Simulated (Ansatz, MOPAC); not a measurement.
Dissociation curve of Be₂, singlet.

- AM1, restricted, heats of formation (MOPAC)
- FCI = full CI/cc-pVTZ, frozen core run with Ansatz (a program for electronic structure)

Energies relative to the lowest point of each curve near equilibrium, in eV:

```json
[
 {"R / Å": "2.03", "AM1": "0.000"},
 {"R / Å": "2.38", "AM1": "2.548"},
 {"R / Å": "2.52", "AM1": "2.484"},
 {"R / Å": "2.62", "AM1": "2.456"},
 {"R / Å": "2.90", "AM1": "2.438"},
 {"R / Å": "3.43", "AM1": "2.531"},
 {"R / Å": "3.72", "AM1": "2.597"},
 {"R / Å": "4.15", "AM1": "2.678"},
 {"R / Å": "4.48", "AM1": "2.720"},
 {"R / Å": "5.06", "AM1": "2.760"},
 {"R / Å": "5.46", "AM1": "2.771"},
 {"R / Å": "7.47", "AM1": "2.772"}
]
```

Task: What does FCI give at the same points?

Result: 2.03: 0.276; 2.38: 0.009; 2.52: 0.000; 2.62: 0.005; 2.90: 0.029; 3.43: 0.054; 3.72: 0.059; 4.15: 0.064; 4.48: 0.067; 5.06: 0.072; 5.46: 0.074; 7.47: 0.078 (eV).

Also computed but left out beside FCI, since their determinant holds another spin at the minimum (<S²> over 0.7 above the pure value): UHF, UMP2, UCCSDT, UCCSDT(Q), UHF/LANL2DZ, UMP2/6-31G*.
